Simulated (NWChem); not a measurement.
## Spin states of C₂H₂Cl

SMILES: C(=[CH])Cl
```xyz
5

C      1.6920    -0.3352     0.0000
C      0.4360    -0.7015     0.0000
Cl    -0.8935     0.4359     0.0000
H      2.3171     0.5543     0.0000
H      0.1032    -1.7442     0.0000
```
Charge 0, spin multiplicity 2.

Program: NWChem. All single points use one geometry, from UPBE0/def2-SVP, a minimum by its harmonic frequencies.

Basis set: def2-SVP. The gap is E(quartet) − E(doublet) at the geometry of the doublet, so a negative value puts the higher spin lower. Open shells are unrestricted, coupled cluster uses restricted open-shell references. The quartet is the single determinant that the SCF runs reached, with unpaired electrons in orbitals of symmetry a' and a" and a" (Cs labels); it need not be the lowest quartet, which in molecules with degenerate π orbitals can need several determinants.

| method | vertical doublet-quartet gap (kcal/mol) | relative cost | remark | difference from CCSD(T) |
|---|---|---|---|---|
| PBE | 97.2 | under 3 | - | -2.5 |
| CCSD(T) | 99.7 | 7 | - | 0.0 |
| PBE0 | 94.1 | under 3 | - | -5.6 |
| HF | 76.2 | under 3 | spin-contaminated | -23.5 |
| B3LYP | 97.4 | under 3 | - | -2.3 |
| BHandHLYP | 93.6 | 1 | - | -6.1 |
| B2PLYP | 98.6 | under 3 | - | -1.1 |
| MP2 | 94.8 | under 3 | spin-contaminated | -4.9 |

The values span 23.5 kcal/mol, from HF (lowest) to CCSD(T) (highest). Relative cost: rough, from shared machines, SCF included, BHandHLYP = 1.

The correlated methods keep 7 core orbitals frozen. B3LYP has NWChem's definition, with VWN1-RPA local correlation. The structure started from a generated list of species. The unpaired electrons of the parent sit in orbitals of symmetry a' (Cs labels of the run); other states weren't searched. The stability of the SCF solutions was not checked. Open-shell Hartree-Fock references start from PBE0 orbitals; any time given for them includes that run. Coupled-cluster values serve here as a point of comparison, not as the truth.
